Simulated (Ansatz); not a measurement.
Consider the ligand exchange at the In–Br bond: `C[O][In]([OH])[Br]` + silanol → `C[O][In]([OH])[O][SiH3]` + HBr.

Isolated molecules relaxed with PBE0-D4/def2-TZVP in Ansatz; ΔE leaves out vibrations. CCSD(T)/CBS is the MP2 limit (def2-TZVPP, def2-QZVPP) plus CCSD(T) − MP2 in def2-TZVPP, frozen cores. DFT in def2-TZVPP. def2 core potentials past Kr. For Br, In outer-core shells are correlated without core-valence functions, which leaves a few kJ/mol of doubt a bond. Scalar relativity is left out up to krypton. Each species was taken in one conformer, which may not be the lowest.

`C[O][In]([OH])[Br]`:

```xyz
9

C    -0.249   -0.432    1.613
O     0.359   -0.656    0.363
In    0.065    0.499   -1.201
O     0.946    0.033   -2.894
Br   -1.359    2.470   -0.983
H     0.520   -0.425    2.394
H    -0.956   -1.239    1.838
H    -0.795    0.518    1.675
H     1.469   -0.769   -2.805
```

`O[SiH3]`:

Z-matrix (Å, degrees):
```
Si
O 1 1.648
H 1 1.489 2 111.7
H 1 1.489 2 111.7 3 120.9
H 1 1.481 2 105.9 3 -119.6
H 2 0.957 1 117.9 3 -60.5
```

`C[O][In]([OH])[O][SiH3]`:

```xyz
13

C     2.037    0.164   -0.682
O     1.892    0.418    0.697
In    0.126    0.343    1.548
O    -0.222    0.693    3.444
O    -1.453   -0.125    0.448
Si   -1.794   -0.501   -1.099
H     1.683   -0.834   -0.972
H     3.104    0.219   -0.920
H     1.517    0.901   -1.306
H    -1.158    0.595    3.641
H    -1.381    0.587   -2.032
H    -3.260   -0.713   -1.241
H    -1.092   -1.747   -1.527
```

HBr:

```xyz
2

Br    0.270   -0.208    0.623
H    -0.270    0.208   -0.623
```

(1) Is it downhill or uphill in electronic energy at CCSD(T)/CBS, and by how much? (An estimate is asked.)

(2) What do these levels give: PBE-D4, r2SCAN-D4, B2PLYP, r2SCAN, PBE0, CCSD/CBS(def2)? (Best estimate.)

Largest T1 diagnostic among the species: 0.016.

## Answers

(1) Computed: Uphill: ΔE = +21.9 kcal/mol.

(2) Computed: PBE-D4 22.8, r2SCAN-D4 23.2, B2PLYP 22.8, r2SCAN 23.5, PBE0 24.9, CCSD/CBS(def2) 22.5 kcal/mol.

From PBE to PBE0 (25 % exact exchange), in def2-TZVPP and without D4, ΔE moves by +1.3 kcal/mol. In def2-TZVPP, CCSD(T) changes the Hartree–Fock value by −4.9 kcal/mol (the triples alone add −0.6 kcal/mol) and MP2 by −4.1 kcal/mol.
